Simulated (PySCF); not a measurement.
Interval between two levels of Cr⁺ by level of theory

Cr⁺ [Ar] 3d5 [6S5/2, M_J = 5/2] → Cr⁺ [Ar] 3d4 4s1 [6D9/2, M_J = 9/2], as a difference of total energies. Calculation: PySCF 2.14, in x2c-SVPall-2c with one added diffuse shell each of s, d type (6s5p4d1f, 48 functions); the two-component X2C-1e Hamiltonian. Correlated levels: [Ne] frozen; the 6 highest virtual spinors dropped. "Screened" scales the spin-orbit matrix elements by Boettger's factors to mimic the two-electron term; Breit and QED terms are absent.

Task: Order these methods by the interval between two levels they give, lowest first.
A. GMP2 (spin-free)
B. GHF (screened spin-orbit)
C. GHF (spin-free)
D. GMP2 (screened spin-orbit)

Result: C (6606.5 cm⁻¹), B (6850.4 cm⁻¹), A (10937 cm⁻¹), D (11183 cm⁻¹).

Errors of the correlated levels include the incompleteness of this basis and the frozen core.

The labels give the starting determinants; with spin-orbit coupling the two ends relaxed to ⟨J²⟩ = 8.75, ⟨L²⟩ = 0.00, ⟨S²⟩ = 8.75 and ⟨J²⟩ = 24.75, ⟨L²⟩ = 6.01, ⟨S²⟩ = 8.75.

For comparison: 12496 cm⁻¹ (measured; NIST Handbook of Basic Atomic Spectroscopic Data (Sansonetti and Martin, J. Phys. Chem. Ref. Data 34, 1559 (2005))).
